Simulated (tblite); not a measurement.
Species: C5H7BO3S.
Numbering: `[CH3:1][O:2][c:3]1[cH:4][c:5]([B:6]([OH:7])[OH:8])[cH:9][s:10]1` (hydrogens: H11, H12, H13 on C1; H14 on C4; H15 on O7; H16 on O8; H17 on C9)

Computed with GFN2-xTB (tblite), gas phase: L-BFGS steps from a force-field or distance-geometry start until the largest atomic force falls under 0.01 eV/Å.

Step 2: E = -842.9451 eV
```
atom  x, y, z in Å  |  force x, y, z in eV/Å
C1      3.5751   -0.4304    0.1543   -0.264   0.152  -0.086
O2      2.4478    0.4295    0.0040    0.126   0.200  -0.009
C3      1.1721   -0.0155    0.0315   -0.227  -0.487   0.035
C4      0.0493    0.7482   -0.1028   -0.026  -0.157   0.077
C5     -1.1916    0.0196   -0.0337    0.289   0.291   0.156
B6     -2.6188    0.6912   -0.1645    0.425  -0.229  -0.039
O7     -2.7098    2.0510   -0.3706    0.019  -0.295  -0.189
O8     -3.7367   -0.1204   -0.1216    0.219   0.135  -0.194
C9     -0.9862   -1.3202    0.1319    0.347   0.110   0.039
S10     0.7040   -1.7087    0.2318   -0.029   0.110  -0.052
H11     3.6103   -1.1621   -0.6587   -0.070  -0.085   0.093
H12     4.4901    0.1868    0.1035   -0.615  -0.036  -0.012
H13     3.5555   -0.9348    1.1234   -0.088  -0.105  -0.034
H14     0.0759    1.8140   -0.2331    0.035  -0.002   0.017
H15    -2.7203    2.2704   -1.2973   -0.126   0.318   0.093
H16    -3.9874   -0.4128   -0.9916   -0.350  -0.085   0.084
H17    -1.7363   -2.0937    0.2088    0.338   0.165   0.019
```

Step 3: E = -842.9780 eV
```
atom  x, y, z in Å  |  force x, y, z in eV/Å
C1      3.5669   -0.4286    0.1532   -0.211   0.037  -0.035
O2      2.4487    0.4324    0.0040   -0.136   0.133  -0.016
C3      1.1700   -0.0206    0.0315    0.012  -0.401   0.036
C4      0.0510    0.7451   -0.1009   -0.003   0.076   0.053
C5     -1.1889    0.0260   -0.0309    0.310   0.038   0.203
B6     -2.6146    0.6897   -0.1646    0.522  -0.309  -0.105
O7     -2.7088    2.0361   -0.3762    0.042   0.090  -0.060
O8     -3.7262   -0.1138   -0.1288    0.006  -0.092  -0.048
C9     -0.9815   -1.3139    0.1322    0.325   0.017   0.058
S10     0.7073   -1.7132    0.2318   -0.083   0.205  -0.068
H11     3.6091   -1.1630   -0.6552   -0.104  -0.106   0.026
H12     4.4757    0.1858    0.1032   -0.419   0.066  -0.021
H13     3.5540   -0.9362    1.1204   -0.122  -0.101   0.005
H14     0.0764    1.8128   -0.2326    0.070  -0.057   0.028
H15    -2.7230    2.2775   -1.2932   -0.142   0.338  -0.068
H16    -3.9951   -0.4144   -0.9877   -0.363  -0.088  -0.008
H17    -1.7279   -2.0900    0.2093    0.294   0.157   0.020
```

Q: Estimate the geometry and energy of step 4. (The exact step hangs on the optimiser's Hessian estimate; all steps are aligned on step 3, rigid shifts and turns removed.)

A: E = -843.0227 eV, largest force 0.428 eV/Å
```
atom  x, y, z in Å  |  force x, y, z in eV/Å
C1      3.5504   -0.4266    0.1514   -0.129  -0.110   0.029
O2      2.4444    0.4384    0.0036   -0.293  -0.066  -0.011
C3      1.1700   -0.0341    0.0321   -0.007   0.069  -0.013
C4      0.0544    0.7443   -0.0974    0.241   0.028   0.076
C5     -1.1792    0.0338   -0.0221    0.273  -0.153   0.211
B6     -2.5979    0.6811   -0.1674    0.308  -0.192  -0.227
O7     -2.7061    2.0184   -0.3850    0.140   0.386   0.010
O8     -3.7118   -0.1074   -0.1398   -0.115  -0.360   0.056
C9     -0.9688   -1.3044    0.1338    0.218  -0.179   0.094
S10     0.7107   -1.7163    0.2303    0.001   0.163  -0.063
H11     3.6051   -1.1664   -0.6499   -0.170  -0.101  -0.054
H12     4.4476    0.1867    0.1023   -0.092   0.212  -0.033
H13     3.5491   -0.9400    1.1161   -0.185  -0.069   0.044
H14     0.0789    1.8092   -0.2312    0.131   0.019   0.028
H15    -2.7301    2.2951   -1.2894   -0.167   0.302  -0.134
H16    -4.0140   -0.4184   -0.9824   -0.337  -0.040  -0.042
H17    -1.7098   -2.0813    0.2104    0.182   0.090   0.029
```

The energy changes by -0.0447 eV. The first-order estimate −F·Δx gives -0.0647 eV and the mean of the old and new forces, exact on a quadratic surface, -0.0446 eV. The step makes an angle of 38° with the force vector and moves no atom by more than 0.028 Å.

The cost below is that of the whole relaxation. The run took 1.3 s wall on one thread, Arm Neoverse N1 (aarch64), shared host with 64 logical CPUs at a one-minute load of 61.
